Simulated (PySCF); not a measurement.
H₄Sn, charge +1, quartet, geometry from GFN2-xTB of the parent state (such geometries of metal compounds can be far from the true shape) (a state made from the parent by changing its charge; the spin is typed, not shown lowest) (core potentials on Sn); BLYP/def2-SVP in PySCF.

Input for PySCF:
```python
from pyscf import gto, scf, dft

mol = gto.M(
    atom='''
Sn   -0.000000    0.000000    0.000000
H    -0.835561    1.270893   -0.834699
H    -0.209306   -1.210320   -1.225304
H    -0.186072   -1.062305    1.359021
H     1.230939    1.001732    0.700982
''',
    basis='def2-svp',
    ecp={'Sn': 'def2-svp'},
    charge=1,
    spin=3,
    verbose=4,
)

mf = dft.UKS(mol)
mf.xc = 'blyp'
mf.kernel()
mf.analyze()
```

Predict the main parts of the log of this PySCF run.


```
PySCF version 2.14.0

[INPUT] verbose = 4
[INPUT] num. atoms = 5
[INPUT] num. electrons = 25
[INPUT] charge = 1
[INPUT] spin (= nelec alpha-beta = 2S) = 3
[INPUT] symmetry False subgroup None
[INPUT] Mole.unit = angstrom
[INPUT] Symbol           X                Y                Z      unit          X                Y                Z       unit  Magmom
[INPUT]  1 Sn     0.000000000000   0.000000000000   0.000000000000 AA    0.000000000000   0.000000000000   0.000000000000 Bohr   0.0
[INPUT]  2 H     -0.835561000000   1.270893000000  -0.834699000000 AA   -1.578981450368   2.401639703627  -1.577352506448 Bohr   0.0
[INPUT]  3 H     -0.209306000000  -1.210320000000  -1.225304000000 AA   -0.395531016228  -2.287173323084  -2.315488979334 Bohr   0.0
[INPUT]  4 H     -0.186072000000  -1.062305000000   1.359021000000 AA   -0.351625119450  -2.007465510756   2.568177487533 Bohr   0.0
[INPUT]  5 H      1.230939000000   1.001732000000   0.700982000000 AA    2.326137586046   1.892999130213   1.324663998250 Bohr   0.0

nuclear repulsion = 27.9824417544721
number of shells = 22
number of NR pGTOs = 89
number of NR cGTOs = 46
basis = def2-svp
ecp = {'Sn': 'def2-svp'}

******** <class 'pyscf.dft.uks.UKS'> ********
method = UKS
initial guess = minao
damping factor = 0
level_shift factor = 0
DIIS = <class 'pyscf.scf.diis.CDIIS'>
diis_start_cycle = 1
diis_space = 8
diis_damp = 0
SCF conv_tol = 1e-09
SCF conv_tol_grad = None
SCF max_cycles = 50
direct_scf = True
direct_scf_tol = 1e-13
number electrons alpha = 14  beta = 11
XC library pyscf.dft.libxc version 7.1.2
    S. Lehtola, C. Steigemann, M. J. T. Oliveira, and M. A. L. Marques,  SoftwareX 7, 1–5 (2018)
XC functionals = blyp
    A. D. Becke,  Phys. Rev. A 38, 3098 (1988)
    C. Lee, W. Yang, and R. G. Parr,  Phys. Rev. B 37, 785 (1988)
    B. Miehlich, A. Savin, H. Stoll, and H. Preuss,  Chem. Phys. Lett. 157, 200 (1989)
radial grids:
    Treutler-Ahlrichs [JCP 102, 346 (1995); DOI:10.1063/1.469408] (M4) radial grids

becke partition: Becke, JCP 88, 2547 (1988); DOI:10.1063/1.454033
pruning grids: <function nwchem_prune>
grids dens level: 3
symmetrized grids: False
atomic radii adjust function: <function treutler_atomic_radii_adjust>
small_rho_cutoff = 0
Set gradient conv threshold to 3.16228e-05
tot grids = 61192
init E= -193.889727435908

cycle= 1 E= -214.973493644349  delta_E= -21.1  |g|= 1.67  |ddm|= 4.92

cycle= 2 E= -214.512810071825  delta_E= 0.461  |g|= 2.06  |ddm|= 4.64

cycle= 3 E= -215.882166995401  delta_E= -1.37  |g|= 0.253  |ddm|= 3.23

cycle= 4 E= -215.733325383848  delta_E= 0.149  |g|= 0.422  |ddm|= 2.39

cycle= 5 E= -215.925205598965  delta_E= -0.192  |g|= 0.179  |ddm|= 1.03

cycle= 6 E= -215.95053889419  delta_E= -0.0253  |g|= 0.133  |ddm|= 1.19

cycle= 7 E= -215.961156268923  delta_E= -0.0106  |g|= 0.108  |ddm|= 0.182

cycle= 8 E= -215.972556509886  delta_E= -0.0114  |g|= 0.0742  |ddm|= 0.356

cycle= 9 E= -215.978423332173  delta_E= -0.00587  |g|= 0.0491  |ddm|= 0.253

cycle= 10 E= -215.982534785617  delta_E= -0.00411  |g|= 0.0138  |ddm|= 0.375

cycle= 11 E= -215.982821128955  delta_E= -0.000286  |g|= 0.00304  |ddm|= 0.131

cycle= 12 E= -215.982836174382  delta_E= -1.5e-05  |g|= 0.000581  |ddm|= 0.0159

cycle= 13 E= -215.982836704943  delta_E= -5.31e-07  |g|= 0.000128  |ddm|= 0.00192

cycle= 14 E= -215.982836705084  delta_E= -1.41e-10  |g|= 0.000128  |ddm|= 0.000591

cycle= 15 E= -215.982836725804  delta_E= -2.07e-08  |g|= 1.51e-05  |ddm|= 0.00023

cycle= 16 E= -215.98283672608  delta_E= -2.76e-10  |g|= 1.6e-06  |ddm|= 5.88e-05

Extra cycle  E= -215.982836726081  delta_E= -1.05e-12  |g|= 1.35e-06  |ddm|= 9.22e-06
converged SCF energy = -215.982836726081  <S^2> = 3.7531026  2S+1 = 4.001551
**** SCF Summaries ****
Total Energy =                        -215.982836726080791
Nuclear Repulsion Energy =              27.982441754472148
One-electron Energy =                 -426.554785229323386
Two-electron Energy =                  182.589506748770447
Two-electron Coulomb Energy =          201.696533751076259
DFT Exchange-Correlation Energy =      -19.107027002305813
**** MO energy ****
                             alpha | beta                alpha | beta
MO #1   energy= -5.17871733200964  | -5.17436190502222  occ= 1 | 1
MO #2   energy= -3.56623999711079  | -3.56188228327059  occ= 1 | 1
MO #3   energy= -3.55426153634046  | -3.5492909726071   occ= 1 | 1
MO #4   energy= -3.55107284529492  | -3.54798129940341  occ= 1 | 1
MO #5   energy= -1.23214232771624  | -1.22415066044196  occ= 1 | 1
MO #6   energy= -1.22397819432719  | -1.21661003942461  occ= 1 | 1
MO #7   energy= -1.21795784584378  | -1.21531057156762  occ= 1 | 1
MO #8   energy= -1.21126357830416  | -1.20503935844116  occ= 1 | 1
MO #9   energy= -1.21031531578898  | -1.20450054273171  occ= 1 | 1
MO #10  energy= -0.766392839679663 | -0.717972817386812 occ= 1 | 1
MO #11  energy= -0.639345031246988 | -0.544763989293566 occ= 1 | 1
MO #12  energy= -0.570457752953499 | -0.529967704367715 occ= 1 | 0
MO #13  energy= -0.536321011914119 | -0.458888820197166 occ= 1 | 0
MO #14  energy= -0.333289686298334 | -0.281544818353307 occ= 1 | 0
MO #15  energy= -0.293986805436396 | -0.23491831745418  occ= 0 | 0
MO #16  energy= -0.201521436117056 | -0.153200110155754 occ= 0 | 0
MO #17  energy= -0.179383938274413 | -0.15315276058883  occ= 0 | 0
MO #18  energy= -0.086241684812677 | -0.0597126845697273 occ= 0 | 0
MO #19  energy= -0.0552393355900422 | -0.0337575433701094 occ= 0 | 0
MO #20  energy= -0.036998223948256 | -0.0309391523790588 occ= 0 | 0
MO #21  energy= -0.0149984282171323 | 0.00575223251519308 occ= 0 | 0
MO #22  energy= 0.00411229294503102 | 0.0244891968972762 occ= 0 | 0

spin_pop of  0 Sn 4s        0.00000
spin_pop of  0 Sn 5s        0.00390
spin_pop of  0 Sn 6s       -0.00018
spin_pop of  0 Sn 7s        0.00008
spin_pop of  0 Sn 4px       0.00069
spin_pop of  0 Sn 4py       0.00877
spin_pop of  0 Sn 4pz       0.00131
spin_pop of  0 Sn 5px       0.02202
spin_pop of  0 Sn 5py       0.00168
spin_pop of  0 Sn 5pz       0.00026
spin_pop of  0 Sn 6px       0.02101
spin_pop of  0 Sn 6py       0.62260
spin_pop of  0 Sn 6pz       0.04398
spin_pop of  0 Sn 7px       0.16793
spin_pop of  0 Sn 7py       0.01377
spin_pop of  0 Sn 7pz       0.01475
spin_pop of  0 Sn 4dxy      0.07701
spin_pop of  0 Sn 4dyz      0.00230
spin_pop of  0 Sn 4dz^2     0.00002
spin_pop of  0 Sn 4dxz      0.00119
spin_pop of  0 Sn 4dx2-y2    0.00029
spin_pop of  0 Sn 5dxy      0.01358
spin_pop of  0 Sn 5dyz      0.00267
spin_pop of  0 Sn 5dz^2     0.00281
spin_pop of  0 Sn 5dxz      0.00309
spin_pop of  0 Sn 5dx2-y2    0.00807
spin_pop of  1 H 1s        0.79066
spin_pop of  1 H 2s        0.00201
spin_pop of  1 H 2px       0.00397
spin_pop of  1 H 2py       0.00514
spin_pop of  1 H 2pz       0.00711
spin_pop of  2 H 1s        0.17035
spin_pop of  2 H 2s        0.00343
spin_pop of  2 H 2px       0.00501
spin_pop of  2 H 2py       0.00114
spin_pop of  2 H 2pz       0.00037
spin_pop of  3 H 1s        0.77421
spin_pop of  3 H 2s        0.00192
spin_pop of  3 H 2px       0.00503
spin_pop of  3 H 2py       0.00539
spin_pop of  3 H 2pz       0.00452
spin_pop of  4 H 1s        0.17582
spin_pop of  4 H 2s        0.00312
spin_pop of  4 H 2px       0.00027
spin_pop of  4 H 2py       0.00305
spin_pop of  4 H 2pz       0.00388
In total            14.00000 | 11.00000

WARN: System has nonzero charge 1; the dipole moment is origin-dependent.
Location of origin: [0. 0. 0.]

Dipole moment(X, Y, Z, Debye):  0.04931, -0.01006, -0.02532
```
